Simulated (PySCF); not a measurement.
How methods differ on the excitation energy of Te⁺

Te⁺ [Kr] 4d10 5s2 5p3 (4S) → Te⁺ [Kr] 4d10 5s1 5p3 5d1 (6D), as a difference of total energies. All numbers are calculated (PySCF 2.14, a scalar-relativistic core potential, in aug-cc-pVQZ-PP with ECP28MDF (7s7p5d3f2g, 92 functions)). Correlated levels: valence: 4s2 4p6 4d10 frozen. The calculations carry no spin-orbit coupling.

| method | excitation energy (eV) |
| --- | --- |
| UHF | 15.590 |
| MP2 (valence) | 16.814 |
| SCS-MP2 (valence) | 17.217 |
| CCSD (valence) | 16.924 |
| CCSD(T) (valence) | 16.984 |

Q: How much does correlation contribute at CCSD(T) (valence)?

A: 16.984 − (15.590) = 1.394 eV, measured against UHF.

The promoted electron is Rydberg-like, and one or two diffuse shells describe it only roughly, which tends to raise the upper state.
